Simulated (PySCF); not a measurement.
Input file for PySCF: R-B3LYP/3-21G on C2H6BCl (SMILES CB(C)Cl).

```python
from pyscf import gto, scf, dft, mp
from pyscf.data.elements import chemcore

mol = gto.M(
    atom='''
    C     1.31008945   -0.46763153    0.01782081
    B     0.09854043    0.50648019   -0.10420978
    C    -1.38813415    0.06726375    0.06467407
    Cl    0.43212905    2.21948209   -0.45699379
    H     2.23724819    0.01364766    0.32849525
    H     1.09812780   -1.31649837    0.67182729
    H     1.49150293   -0.88843835   -0.98069505
    H    -2.10018065    0.69408188   -0.47180994
    H    -1.63363742    0.15205503    1.13216445
    H    -1.54568565   -0.98044234   -0.20127331
    ''',
    basis='3-21g',
    charge=0, spin=0, verbose=3, max_memory=1800)
mf = dft.RKS(mol, xc='b3lyp')
mf.conv_tol = 1e-8
mf.max_cycle = 100
mf.kernel()
if not mf.converged:
    mf = mf.newton().run(mf.mo_coeff, mf.mo_occ)
```

The log:

```
converged SCF energy = -562.165101087593
```

The run converged.

Cost: around 7 core-seconds (rough).
